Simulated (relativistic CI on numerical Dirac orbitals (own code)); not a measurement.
**Sensitivity of the levels of Ni XXIV to α and to the nuclear radius**

Computed by Dirac-Coulomb-Breit CI, KLI orbitals optimised for each configuration, derivatives by finite differences, unscaled Slater integrals, QED left out (own radial code, finite nucleus).

Configuration list (outside the closed core 1s2): 2s2.2p, 2s.2p2, 2p3, 2p2.3s, 2p2.3p, 2p2.3d, 2s2.3s, 2s2.3p. Levels of other configurations are missing.

With x = (α/α₀)² − 1 an excitation energy changes as ω = ω₀ + qx; K = 2q/ω₀ is the relative enhancement. Terms are leading LS components, so labels can repeat. The field-shift factor is F = δν/δ⟨r²⟩ for the transition from the lowest level.

Lowest level 2s2.2p 2P°_1/2.

```csv
Level,ω₀ (cm⁻¹),q (cm⁻¹),F (GHz/fm²)
2s2.2p 2P°_3/2,163448,168100,-1.69
2s.2p2 4P_1/2,455850,95260,-131
2s.2p2 4P_3/2,537177,201300,-131
2s.2p2 4P_5/2,606962,251600,-131
2s.2p2 2D_3/2,851400,217900,-133
2s.2p2 2D_5/2,890550,296800,-133
2s.2p2 2P_1/2,965973,155000,-135
2s.2p2 2S_1/2,1138873,335600,-135
2s.2p2 2P_3/2,1153912,330600,-137
2p3 4S°_3/2,1432630,307900,-269
2p3 2D°_3/2,1599526,338000,-270
2p3 2D°_5/2,1644511,388400,-271
2p3 2P°_1/2,1801903,387200,-266
2p3 2P°_3/2,1892265,527200,-267
2s2.3s 2S_1/2,9621088,117100,44.2
2s2.3p 2P°_1/2,9823574,125700,5.37
2s2.3p 2P°_3/2,9870550,173700,5.36
2p2.3s 4P_1/2,10725741,208600,-225
2p2.3s 4P_3/2,10821628,342300,-227
2p2.3s 2P_1/2,10855237,336300,-227
2p2.3s 4P_5/2,10875689,363100,-227
2p2.3p 4D°_1/2,10877494,214500,-262
2p2.3s 2P_3/2,10907836,350000,-227
```

At this charge energies of transitions that change n are usually good to better than 1 %, and those within a shell (Δn = 0) to a few per cent.

(1) Which transition from the lowest level has the largest |K|?

Results:

(1) 2s2.2p 2P°_3/2 at 163448 cm⁻¹, K = 2.06.
